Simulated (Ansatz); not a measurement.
Ansatz (a first-principles code) job for F3HOZr, SMILES [F][Zr]([F])([OH])[F], multiplicity 1, PBE-D3(BJ)/def2-SVP. 

Ansatz 0.2 input:
```yaml
crystal:
  periodic: [false, false, false]
  atoms:
    - {symbol: Zr, position_ang: [-0.00000000, 0.00000000, 0.00790491]}
    - {symbol: F, position_ang: [-1.55873205, -0.89993437, 0.65774329]}
    - {symbol: F, position_ang: [0.00000001, 1.79986873, 0.65774332]}
    - {symbol: F, position_ang: [1.55873204, -0.89993438, 0.65774330]}
    - {symbol: O, position_ang: [0.00000001, 0.00000001, -1.90175213]}
    - {symbol: H, position_ang: [-0.00000000, 0.00000001, -2.86124867]}
basis:
  gaussian:
    orbitals: def2-SVP
hamiltonian:
  xc: pbe
  dispersion: d3bj
relax: {f_tol: 0.002, max_steps: 200}
```

It prints:

```
WARN ansatz: RAYON_NUM_THREADS=1 ignored (pool sized by the plan → 1); use --threads N
Functional definition: PBE
integrals: 0.04 GiB planned
923 factors; their error is unknown
mean field: 0.22 GiB planned
mean field evaluation 1: about -11474.7742 eV, gradient 8.3e1 eV
mean field evaluation 2: about -11343.3389 eV, gradient 2.6e2 eV
mean field evaluation 4: about -11485.0701 eV, gradient 2.2e1 eV
mean field evaluation 8: about -11485.9737 eV, gradient 3.9e-2 eV
mean field evaluation 16: about -11485.9375 eV, gradient 2.5e-5 eV
mean field -11485.93747962 eV, -422.1004169281 hartree, gradient 2.5e-5 eV, S^2 0.000000; 0 other end points of the search recorded, 0 dependent functions left out
the calculation of the forces begins
reference -11485.93755393 eV, -422.1004196589 hartree; 24, 24 occupied and 68, 68 virtual orbitals, 923 factors
relax step   1: F+E_penalty+E_count = -11486.02063920 eV  Δ(F+E_penalty+E_count) = +0.000e0 eV  max|allowed force component| = 3.724e-1 eV/Å  Δτ_max = 0.0000 Å  (28 SCF iters, accepted)
these checks for a lower state are left out or cut short: starts, cluster_reference, orbital_swaps, neighbouring_geometries, increment
integrals: 0.04 GiB planned
923 factors; their error is unknown
mean field: 0.22 GiB planned
mean field -11485.93982896 eV, -422.1005032645 hartree, gradient 1.4e-5 eV, S^2 0.000000; 0 other end points of the search recorded, 0 dependent functions left out
the calculation of the forces begins
reference -11485.93990332 eV, -422.1005059971 hartree; 24, 24 occupied and 68, 68 virtual orbitals, 923 factors
relax step   2: F+E_penalty+E_count = -11486.02283650 eV  Δ(F+E_penalty+E_count) = -2.197e-3 eV  max|allowed force component| = 1.042e-1 eV/Å  Δτ_max = 0.0068 Å  (29 SCF iters, accepted)
these checks for a lower state are left out or cut short: starts, cluster_reference, orbital_swaps, neighbouring_geometries, increment
integrals: 0.04 GiB planned
923 factors; their error is unknown
mean field: 0.22 GiB planned
mean field -11485.93989552 eV, -422.1005057108 hartree, gradient 6.9e-5 eV, S^2 0.000000; 0 other end points of the search recorded, 0 dependent functions left out
the calculation of the forces begins
reference -11485.93996988 eV, -422.1005084433 hartree; 24, 24 occupied and 68, 68 virtual orbitals, 923 factors
relax step   3: F+E_penalty+E_count = -11486.02290787 eV  Δ(F+E_penalty+E_count) = -7.138e-5 eV  max|allowed force component| = 6.662e-3 eV/Å  Δτ_max = 0.0010 Å  (20 SCF iters, accepted)
these checks for a lower state are left out or cut short: starts, cluster_reference, orbital_swaps, neighbouring_geometries, increment
integrals: 0.04 GiB planned
923 factors; their error is unknown
mean field: 0.22 GiB planned
mean field evaluation 32: about -11485.9399 eV, gradient 2.0e-2 eV
mean field -11485.93989501 eV, -422.1005056921 hartree, gradient 1.4e-5 eV, S^2 0.000000; 0 other end points of the search recorded, 0 dependent functions left out
the calculation of the forces begins
reference -11485.93996937 eV, -422.1005084247 hartree; 24, 24 occupied and 68, 68 virtual orbitals, 923 factors
relax step   4: F+E_penalty+E_count = -11486.02290873 eV  Δ(F+E_penalty+E_count) = -8.597e-7 eV  max|allowed force component| = 5.772e-4 eV/Å  Δτ_max = 0.0002 Å  (19 SCF iters, accepted)
integrals: 0.04 GiB planned
923 factors; their error is unknown
mean field: 0.22 GiB planned
mean field -11485.93989501 eV, -422.1005056921 hartree, gradient 1.4e-5 eV, S^2 0.000000; 1 other end points of the search recorded, 0 dependent functions left out
the calculation of the forces begins
reference -11485.93996937 eV, -422.1005084247 hartree; 24, 24 occupied and 68, 68 virtual orbitals, 923 factors
Total energy: -11486.02298309 eV, -422.1035591226 hartree
Atom 0 at     0.000010     0.000006     0.010781 Å, force    -0.000003    -0.000002    -0.000548 eV/Å
Atom 1 at    -1.563069    -0.902438     0.659226 Å, force    -0.000269    -0.000155    -0.000107 eV/Å
Atom 2 at    -0.000028     1.804905     0.659206 Å, force    -0.000002     0.000316    -0.000106 eV/Å
Atom 3 at     1.563079    -0.902477     0.659206 Å, force     0.000273    -0.000160    -0.000106 eV/Å
Atom 4 at     0.000006     0.000003    -1.901910 Å, force     0.000004     0.000002     0.000290 eV/Å
Atom 5 at     0.000003     0.000002    -2.868375 Å, force    -0.000002    -0.000001     0.000577 eV/Å
Dipole moment:     0.000018     0.000010    -0.570135 e Å
```

The run converged.
